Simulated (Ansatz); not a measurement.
**Worked example: C2H5AlCl2 + C4H9O → C2H5AlCl + C4H9ClO**

Species: C2H5AlCl2 `C[CH2][Al]([Cl])[Cl]`, singlet; C4H9O `[CH2]COCC`, doublet; C2H5AlCl `C[CH2][Al][Cl]`, doublet; C4H9ClO (2-chloroethyl ethyl ether) `CCOCCCl`, singlet. A radical takes Cl: the energy is the difference in strength between the Al–Cl bond broken and the C–Cl bond made.

Shapes, held fixed at every level: PBE0-D4/def2-TZVP. Flexible molecules stand in one conformer, not always the lowest. Programs: Ansatz 0.2.0. Electronic energies: no zero-point or thermal term.

At CCSD(T)/CBS estimate; 1 Eh = 2625.50 kJ/mol:

| species | energy (Eh) |
| --- | --- |
| C2H5AlCl2 | -1240.841626 |
| C4H9O | -232.714055 |
| C2H5AlCl | -780.937885 |
| C4H9ClO | -692.568013 |

**Question.** Work out ΔE of the reaction at this level.

**Answer.** 
1. Products less reactants: (-780.937885) + (-692.568013) − [(-1240.841626) + (-232.714055)] = 0.049783 Eh = +130.7 kJ/mol.

Other levels give +121.9 (PBE0-D4/def2-TZVPP) to +159.0 kJ/mol (HF/def2-TZVPP). No measured value is set beside it here. Open shells run unrestricted unless RO is named. The CBS estimate extrapolates MP2 from def2-TZVPP and def2-QZVPP and adds CCSD(T) − MP2 in the triple-zeta set, cores frozen.
